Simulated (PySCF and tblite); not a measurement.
Results of a calculation; reference values are marked as such.
C₆H₁₄GeO₂, numbered as in [CH3:1][O:2][C@@H:3]1[CH2:4][C@@H:5]([GeH3:6])[O:7][C@@H:8]1[CH3:9].

Conformers came from 90 starts (ETKDG and KDG, UFF, GFN2-xTB); geometries are GFN2-xTB. Energies: B3LYP-D3(BJ)/6-31G*, with GFN2-xTB thermal terms (modes under about 100 cm⁻¹ blended into free rotors). Symmetry numbers and mirror images are counted. Conformers within 2.5 kcal/mol (GFN2-xTB free energy) were kept, 4 at most. Codes: tblite and PySCF.

Torsions listed: C1–O2–C3–C4. The 5-ring runs over atoms 3–4–5–7–8.

```
conformer                                                                         shape  symmetry  E(GFN2) kcal/mol
        1                   5-ring envelope (ring torsions 5, 20, -37, 38, -25°); -165°        C1              0.00
        2                    5-ring envelope (ring torsions -37, 39, -24, 0, 22°); -83°        C1              0.42
        3  5-ring between envelope and twist (ring torsions 5, 20, -36, 38, -25°); -74°        C1              0.06
```

**Question.** Which of these conformers is the most populated at 298.15 K, and with what share?

**Answer.** Conformer 2, about 42 %. The lead over the next is within the error of the method.

**Question.** Give the DFT energies and free energies relative to the lowest, and all weights.

**Answer.** 
```csv
conformer,shape,E(DFT) kcal/mol,G(298.15 K) kcal/mol,weight %
1,"5-ring envelope (ring torsions 5, 20, -37, 38, -25°); -165°",0.23,0.16,31.7
2,"5-ring envelope (ring torsions -37, 39, -24, 0, 22°); -83°",0.00,0.00,41.7
3,"5-ring between envelope and twist (ring torsions 5, 20, -36, 38, -25°); -74°",0.26,0.27,26.6
```

**Question.** How does its share change from 250 K to 350 K?

**Answer.** From 44 % to 40 %; the mixing entropy goes from 2.13 to 2.16 cal/(mol K).


Conformer gaps in 6-31G* on xTB geometries can be 2 kcal/mol off for S=O, P=O and other polar bonds.